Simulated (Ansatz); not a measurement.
Basis sets compared for nido-B5H9 (Br for H, site a on B) (B5H8Br). The state is a singlet with charge 0. Geometry PBE-D4/def2-SVP. Ansatz on 4 threads of Intel Xeon on a shared host; times are rough, and most runs start from earlier orbitals.

```tsv
atom	x (Å)	y (Å)	z (Å)
B1	-0.190	-1.184	-0.453
B2	1.033	0.132	-0.650
B3	-0.635	0.431	-0.791
B4	-1.073	-0.167	0.745
B5	0.144	1.150	0.550
Br6	2.525	0.434	-1.851
H7	-0.421	-2.218	-1.030
H8	-1.290	0.907	-1.681
H9	-2.155	-0.239	1.274
H10	0.225	2.297	0.910
H11	1.127	-1.156	-0.148
H12	1.378	0.600	0.606
H13	-0.208	0.384	1.636
H14	-0.459	-1.371	0.882
```

Binding counts from free atoms (B doublet, Br doublet, H doublet) in the same basis, without a counterpoise term.

```
           level  functions  energy (Eh)  HOMO (eV)  LUMO (eV)  binding per atom (eV)  wall time
 PBE-D4/def2-SVP        142   -2702.2501      -6.58      -1.27                   3.78      1.8 s
PBE0-D4/def2-SVP        142   -2702.3840      -7.79      -0.40                   3.76        2 s
```

(1) Estimate the rows for PBE-D4/def2-TZVP (with forces), PBE0-D4/def2-TZVP.

Answers

(1) 
```
                         level  functions  energy (Eh)  HOMO (eV)  LUMO (eV)  binding per atom (eV)  wall time
PBE-D4/def2-TZVP (with forces)        251   -2702.6932      -6.73      -1.40                   3.74      3.5 s
             PBE0-D4/def2-TZVP        251   -2702.8221      -7.88      -0.50                   3.71        4 s
```
